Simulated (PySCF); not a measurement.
Electric properties by functional and basis

Species: ethyl bromide, C2H5Br.
Cartesian coordinates in Å at the PBE0-D3(BJ)/def2-SVP level; atoms count from 1:
```
atom  x, y, z in Å
C1    -0.7708    0.1703    0.0375
C2     0.6430   -0.3469   -0.0557
Br3    1.9503    1.0984   -0.0721
H4    -1.0196    0.8124   -0.8197
H5    -1.4738   -0.6789    0.0466
H6    -0.9240    0.7517    0.9581
H7     0.8198   -0.9140   -0.9789
H8     0.9132   -0.9785    0.8005
```

PySCF, dipoles from the SCF density, polarisabilities from static response with core orbitals frozen. Geometry: PBE0-D3(BJ)/def2-SVP; no solvent, vibrations or thermal averaging. The LDA/def2-SVPD calculation is non-relativistic and has no spin–orbit coupling, an omission that weighs most on bromine.

How do dipole and polarisability depend on functional and basis here?

```csv
level,μ (D),error (%),α (Å³),error (%),anisotropy (Å³)
LDA/def2-SVPD,2.128,+4.8,7.59,+4.3,2.61
PBE/def2-SVPD,2.087,+2.8,7.53,+3.5,2.59
B3LYP/def2-SVPD,2.134,+5.1,7.36,+1.1,2.55
PBE0/def2-SVPD,2.162,+6.5,7.27,-0.1,2.50
BHandHLYP/def2-SVPD,2.220,+9.4,7.13,-2.1,2.49
CAM-B3LYP/def2-SVPD,2.156,+6.2,7.25,-0.5,2.48
wB97X-D/def2-SVPD,2.196,+8.2,7.24,-0.6,2.46
LC-wPBE/def2-SVPD,2.158,+6.3,7.05,-3.2,2.37
HF/def2-SVPD,2.393,+17.9,6.94,-4.6,2.45
PBE0/6-31G*,2.247,+10.7,5.51,-24.3,2.74
PBE0/def2-SVP,2.020,-0.5,5.59,-23.2,2.70
PBE0/aug-cc-pVDZ,2.198,+8.3,7.24,-0.6,2.67
PBE0/def2-TZVP,2.151,+6.0,6.66,-8.5,2.82
PBE0/def2-TZVPD,2.162,+6.5,7.39,+1.4,2.56
PBE0/aug-cc-pVTZ,2.160,+6.4,7.40,+1.6,2.59
```

Reference dipole: 2.030 D (measured, gas; NIST CCCBDB Release 22 (SRD 101), experimental dipoles). Reference dipole: 2.030 D (measured, unstated (gas or solution; conformer average); Muller, Mokrushina, Arlt, J. Chem. Eng. Data 57 (2012) 1231, supporting information). Reference polarisability: 7.280 Å³ (measured, gas; NIST CCCBDB Release 22 (SRD 101), experimental polarizabilities). Errors are taken against the first value of each kind. The anisotropy is √(½[(α1 − α2)² + (α2 − α3)² + (α3 − α1)²]). For the dipole, the smallest error is 0.5% (PBE0/def2-SVP) and the largest 17.9% (HF/def2-SVPD). For the polarisability, the smallest error is 0.1% (PBE0/def2-SVPD) and the largest 24.3% (PBE0/6-31G*). The dipole runs from 2.02 D (PBE0/def2-SVP) to 2.39 D (HF/def2-SVPD). In one basis (def2-SVPD) the functionals order the polarisability from HF (lowest) to LDA (highest), a spread of 9%. With PBE0 the polarisability is 5.92 Å³ without diffuse functions (mean of 6-31G*, def2-SVP and def2-TZVP) and 7.32 Å³ with them (mean of def2-SVPD, aug-cc-pVDZ, def2-TZVPD and aug-cc-pVTZ). Measured values can belong to vibrating molecules and may average over conformers; the computed ones are for one fixed geometry.
